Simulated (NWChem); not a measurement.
# Atomisation of BN

SMILES: [B]=[N]
```xyz
2

B      0.0000     0.0000     0.7701
N      0.0000     0.0000    -0.5501
```
Charge 0, spin multiplicity 3.

The numbers come from NWChem runs, not from measurements. All single points use one geometry, from UB3LYP/def2-SVP, a minimum by its harmonic frequencies.

Basis set: def2-QZVP. The atomisation energy is electronic alone: no zero-point, thermal, spin-orbit or counterpoise terms. No value is extrapolated to the basis-set limit. Free atoms are single determinants with multiplicities B 2, N 4.

B3LYP has NWChem's definition, with VWN1-RPA local correlation. This spin state was chosen for the runs; another may lie lower. The structure started from a generated list of species. The unpaired electrons of the parent sit in orbitals of symmetry a1 and b1 (C2v labels of the run); other states weren't searched. The stability of the SCF solutions was not checked. Open-shell Hartree-Fock references start from PBE0 orbitals.

Task: For the atomisation energy, HF gives 52.6 kcal/mol and TPSS gives 112.5 kcal/mol. What do LDA (SVWN5), PBE, B3LYP give?

Result: LDA (SVWN5): 136.8 kcal/mol; PBE: 122.5 kcal/mol; B3LYP: 111.6 kcal/mol.
